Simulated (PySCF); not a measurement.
# Bonding in `C/C=C/[P+](C)(C)C(C)C`

Species: C₈H₁₈P (charge +1).
SMILES with atom numbers: `[CH3:1]/[CH:2]=[CH:3]/[P+:4]([CH3:5])([CH3:6])[CH:7]([CH3:8])[CH3:9]` (hydrogens: H10, H11, H12 on C1; H13 on C2; H14 on C3; H15, H16, H17 on C5; H18, H19, H20 on C6; H21 on C7; H22, H23, H24 on C8; H25, H26, H27 on C9)

Structure used (GFN2-xTB), in Å, numbered top down from 1:
```xyz
27
C8H18P angstrom
C      3.535    0.248    0.152
C      2.146   -0.171    0.432
C      1.184   -0.239   -0.488
P     -0.507   -0.708   -0.146
C     -0.605   -1.823    1.278
C     -1.136   -1.605   -1.587
C     -1.555    0.781    0.153
C     -1.380    1.762   -1.003
C     -1.176    1.417    1.487
H      4.228   -0.538    0.452
H      3.686    0.479   -0.899
H      3.781    1.125    0.751
H      1.937   -0.434    1.462
H      1.382    0.018   -1.522
H     -0.029   -2.723    1.064
H     -1.648   -2.092    1.449
H     -0.208   -1.346    2.172
H     -0.546   -2.511   -1.729
H     -1.055   -0.988   -2.481
H     -2.180   -1.875   -1.430
H     -2.593    0.430    0.190
H     -0.351    2.115   -1.054
H     -2.023    2.625   -0.850
H     -1.648    1.313   -1.957
H     -1.737    2.339    1.621
H     -0.115    1.664    1.509
H     -1.407    0.763    2.324
```

Bond orders from the PBE0/pcSseg-1 density (PySCF). Geometry: GFN2-xTB, one conformer, isolated ion.

Problem. Where do the orders between heavy atoms depart from those drawn in the SMILES?

Solution. The largest departure is 0.209, at C2–C3 (drawn double, 1.791).

Problem. Give the Mayer order of every bond between heavy atoms, beside its length.

Solution. 
```tsv
bond	drawn as	length (Å)	Mayer order
C1–C2	single	1.478	1.087
C2–C3	double	1.333	1.791
C3–P4	single	1.788	0.993
P4–C5	single	1.811	1.079
P4–C6	single	1.811	1.080
P4–C7	single	1.845	0.924
C7–C8	single	1.526	1.004
C7–C9	single	1.525	1.010
```

By pair of heavy elements: C–C: lowest C7–C8 (1.004, 1.526 Å), highest C2–C3 (1.791, 1.333 Å). C–P: lowest P4–C7 (0.924, 1.845 Å), highest P4–C6 and P4–C5 (1.080, 1.811 Å); in 2 of the 6 pairs the longer bond (by over 0.003 Å) has the higher order (by 0.02 or more). Bonds named together lie within 0.004.

Problem. And the bonds to hydrogen?

Solution. C–H: 0.91 to 0.96 (18 bonds).

Problem. Sum the orders of all bonds at each heavy atom with more than one neighbour and set the sums beside the valence in the SMILES.

Solution. C1 3.910 (drawn 4), C2 3.828 (drawn 4), C3 3.705 (drawn 4), P4 4.076 (drawn 4), C5 3.844 (drawn 4), C6 3.853 (drawn 4), C7 3.843 (drawn 4), C8 3.863 (drawn 4), C9 3.866 (drawn 4). Orders between atoms that aren't bonded are not in these sums.

The Mayer order sums products of elements of PS (density times overlap matrix) between the two atoms' basis functions, so it depends on the basis set.
